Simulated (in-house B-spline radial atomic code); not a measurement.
# Binding energies in Ti²⁺

NIST's tabulated ground configuration is [Ar] 3d2; each binding energy is the energy of the ion with one electron taken from that subshell, relaxed, less that of the parent. Level of theory: Dirac-Hartree-Fock, average of configuration, Fermi nucleus of rms radius 3.5921 fm; calculated with a B-spline radial code for spherical atoms. Energies include first-order Breit, QED and recoil terms.

```tsv
subshell	X-ray name	binding energy (eV)	-ε (eV)	relaxation (eV)
1s	K	4994.5	5036.1	35.0
2s	L1	592	605.4	12.9
2p1/2	L2	490.3	505.0	14.3
2p3/2	L3	484.7	499.1	14.1
3s	M1	92.33	94.92	2.54
3p1/2	M2	63.05	65.38	2.29
3p3/2	M3	62.4	64.67	2.25
3d	M4,5	25.52	26.71	1.20
```

Relaxation = -ε minus the binding energy without Breit, QED and recoil terms.

Emission lines follow as differences of binding energies, with λ = 12398.42 eV·Å / E:

```
 line       holes  energy (eV)  wavelength (Å)
 K-L3  1s → 2p3/2       4509.8          2.7492
 K-L2  1s → 2p1/2       4504.2          2.7526
 K-M3  1s → 3p3/2       4932.1          2.5138
L1-M3  2s → 3p3/2        529.6          23.411
L3-M1  2p3/2 → 3s        392.4          31.599
```

Question: What screening constant σ does Moseley's law, E = (3/4)·13.6057 eV·(Z - σ)², need for K-L3?

Answer: σ = 0.98.

Question: What does it cost to remove two 2s electrons?

Answer: 1236.6 eV, which is 52.67 eV more than the two single binding energies together.

Question: What does it cost to remove both a 1s and a 3p1/2 electron?

Answer: 5081.6 eV, which is 24.04 eV more than the two single binding energies together.

Question: What does it cost to remove both a 3p3/2 and a 3p1/2 electron?

Answer: 143.51 eV, which is 18.05 eV more than the two single binding energies together.
